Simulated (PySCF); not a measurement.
C2Cl3F, SMILES FC(Cl)=C(Cl)Cl. Atoms are numbered in the order given.

```xyz
6

F      1.9028    -0.6958     0.0000
C      0.5808    -0.6544     0.0000
Cl    -0.1657    -2.1995     0.0000
C     -0.0832     0.5157     0.0000
Cl    -1.8047     0.6075     0.0000
Cl     0.7874     2.0093     0.0000
```
Charge 0, spin multiplicity 1.

Coordinates come from a B3LYP-D3(BJ)/def2-SVP optimisation.

Calculation: PBE/pcSseg-1 run with PySCF.

GIAO shieldings, no solvent; atoms listed in one row are averaged. δ = σ(ref) − σ: ¹⁹F against CFCl3 (σ = 133.6 ppm); ¹³C against TMS (σ = 182.0 ppm); ³⁵Cl against HCl (σ = 936.5 ppm), references at their B3LYP-D3(BJ)/def2-TZVP geometries, non-relativistic (without spin–orbit terms, shifts of atoms bonded to Cl or Br come out too high).

Computed chemical shifts:
```csv
nucleus,atoms,count,δ (ppm)
¹⁹F,F1,1,-91.8
¹³C,C2,1,158.3
¹³C,C4,1,127.7
³⁵Cl,Cl6,1,322.8
³⁵Cl,Cl5,1,311.4
³⁵Cl,Cl3,1,303.6
```
